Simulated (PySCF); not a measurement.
**Spinor energies of Ge²⁺ (germanium, charge +2)**

Start: [Ar] 3d10 4s1 4p1; 4s1/2 filled at m_j = +1/2; 4p3/2 filled at m_j = +3/2. Calculated with PySCF 2.14 in x2c-TZVPall-2c: generalised Hartree-Fock with the X2C-1e Hamiltonian and a Gaussian nucleus; one run each with spin-orbit coupling (SO) switched off, then screened by Boettger's factors. This is a chosen level, not necessarily the ground level.

```json
{"spinor shell": "1s1/2", "electrons": "2", "ε, spin-free (eV)": "-11201.1", "ε, screened SO (eV)": "-11200.9", "weight of nominal j (screened SO)": "1.000", "rms radius, screened SO (bohr)": "0.0542"}
{"spinor shell": "2s1/2", "electrons": "2", "ε, spin-free (eV)": "-1475.4", "ε, screened SO (eV)": "-1475.4", "weight of nominal j (screened SO)": "1.000", "rms radius, screened SO (bohr)": "0.227"}
{"spinor shell": "2p1/2", "electrons": "2", "ε, spin-free (eV)": "-1287.3", "ε, screened SO (eV)": "-1309.2", "weight of nominal j (screened SO)": "1.000", "rms radius, screened SO (bohr)": "0.201"}
{"spinor shell": "2p3/2", "electrons": "4", "ε, spin-free (eV)": "-1287.3", "ε, screened SO (eV)": "-1276.8", "weight of nominal j (screened SO)": "1.000", "rms radius, screened SO (bohr)": "0.204"}
{"spinor shell": "3s1/2", "electrons": "2", "ε, spin-free (eV)": "-222.84", "ε, screened SO (eV)": "-222.87", "weight of nominal j (screened SO)": "1.000", "rms radius, screened SO (bohr)": "0.668"}
{"spinor shell": "3p1/2", "electrons": "2", "ε, spin-free (eV)": "-163.19", "ε, screened SO (eV)": "-166.27", "weight of nominal j (screened SO)": "0.999", "rms radius, screened SO (bohr)": "0.693"}
{"spinor shell": "3d3/2", "electrons": "4", "ε, spin-free (eV)": "-64.974", "ε, screened SO (eV)": "-65.403", "weight of nominal j (screened SO)": "0.942", "rms radius, screened SO (bohr)": "0.806"}
{"spinor shell": "3d5/2", "electrons": "6", "ε, spin-free (eV)": "-64.974", "ε, screened SO (eV)": "-64.748", "weight of nominal j (screened SO)": "0.961", "rms radius, screened SO (bohr)": "0.808"}
{"spinor shell": "4s1/2", "electrons": "1", "ε, spin-free (eV)": "-35.947", "ε, screened SO (eV)": "-35.959", "weight of nominal j (screened SO)": "0.999", "rms radius, screened SO (bohr)": "2.10"}
{"spinor shell": "4p3/2", "electrons": "1", "ε, spin-free (eV)": "-25.804", "ε, screened SO (eV)": "-25.705", "weight of nominal j (screened SO)": "1.000", "rms radius, screened SO (bohr)": "2.50"}
```

Problem. Where does 3p3/2 lie, and what is the 3p spin-orbit splitting (screened SO)?

Solution. At -161.77 eV, 4.498 eV above 3p1/2.

```json
{"quantity": "E (hartree)", "spin-free": "-2095.93751", "screened SO": "-2096.01103"}
{"quantity": "M_J", "spin-free": "2", "screened SO": "2"}
{"quantity": "⟨J²⟩", "spin-free": "6.005", "screened SO": "6.005"}
{"quantity": "⟨L²⟩", "spin-free": "2.004", "screened SO": "2.006"}
{"quantity": "⟨S²⟩", "spin-free": "2.001", "screened SO": "2.003"}
```

Each row is a mean over spinors that exchange with the open shell spreads, by up to 0.762 eV (3s1/2).

Without spin-orbit coupling the j labels of p, d and f shells carry no meaning; the spin-free column gives the mean over the occupied spinors of each nl shell.
